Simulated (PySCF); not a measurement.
Computed shifts of a molecule C₃H₆FNSi, PBE/pcSseg-1 (PySCF), GIAO, gas phase, atoms alike by connectivity averaged where their shifts nearly agree, in ppm (number of nuclei): ¹⁹F: -178.7 (1). ²⁹Si: -35.1 (1). ¹⁵N: 140.0 (1). ¹³C: 150.8 (1), 114.7 (1), 65.3 (1). ¹H: 6.96 (1), 5.79 (1), 5.31 (1), 5.07 (1), 5.01 (1), 4.83 (1). References: ¹⁹F against CFCl3 (σ = 133.6 ppm); ²⁹Si against TMS (σ = 335.4 ppm); ¹⁵N against NH3 (σ = 267.0 ppm); ¹³C against TMS (σ = 182.0 ppm); ¹H against TMS (σ = 31.49 ppm), references at their B3LYP-D3(BJ)/def2-TZVP geometries, non-relativistic. Geometry optimised at B3LYP-D3(BJ)/def2-SVP. Other conformers were not sampled.

Task: Pick the molecule that these values belong to.
(A) F[SiH2]N1C=CC1
(B) FC1=CCN[SiH2]1
(C) CN1C=C[Si@H]1F
(D) N[Si@H]1C=C[C@H]1F

Result: A, F[SiH2]N1C=CC1
